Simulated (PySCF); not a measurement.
# Telling isomers of C5H8OSi apart by NMR

Theoretical values (PySCF 2.14.0 with density-fitted response routines): geometry from GFN2-xTB, GIAO PBE0/pcSseg-1 shieldings. One averaged value for each set of equivalent atoms, one conformer, non-relativistic, in vacuum.

δ = σ(ref) − σ, references computed at the same level: 1H, 13C vs TMS. Where no couplings were computed, multiplicities follow the n + 1 count of equivalent neighbours, and m marks all less simple cases (inequivalent or close neighbours, rings, F or P nearby). Shifts are as computed. Against solution values, carbons near 30 ppm lie about +3 ppm off and those near 130 ppm about +5 ppm. Of 1309 compounds with measured shifts, 239 miss one by over three times the rms of a fit or turn the order of signals round; such compounds aren't used in these exercises.

(1) Tabulate the signals of `C=C1CO[SiH2]C1=C`, `C=CCC([SiH3])=C=O` and their relative energies.

(2) What is the quickest way to tell C=C1CO[SiH2]C1=C from C=CCC([SiH3])=C=O?

## Answers

(1) 
```tsv
SMILES	carbon types	δC	δH	E rel. (kcal/mol)
C=C1CO[SiH2]C1=C	2×C 3×CH2	154.0, 148.6, 130.0, 107.2, 77.4	6.86 (br s, 1H), 5.95 (br s, 1H), 5.95 (br s, 1H), 5.34 (s, 2H), 5.22 (br s, 1H), 5.12 (s, 2H)	0.0
C=CCC([SiH3])=C=O	2×C 1×CH 2×CH2	183.4, 147.2, 121.8, 33.5, 4.4	5.95 (m, 1H), 5.36 (m, 1H), 5.33 (m, 1H), 4.36 (s, 3H), 2.83 (d, 2H)	19.7
```

Energies are electronic energies at PBE0/pcSseg-1 on these geometries, without zero-point or thermal terms, each for the one conformer computed, which needn't be the lowest.

(2) Both give the same number of carbon signals, but DEPT or the intensities differ. The first has an allylic sp3 CH2 bonded to O at 77.4 ppm, the second an alkene CH at 147.2 ppm. Their most deshielded carbons lie at 154.0 and 183.4 ppm. In the proton spectra the most deshielded non-exchanging signals are 6.86 (br s, 1H) and 5.95 (m, 1H).
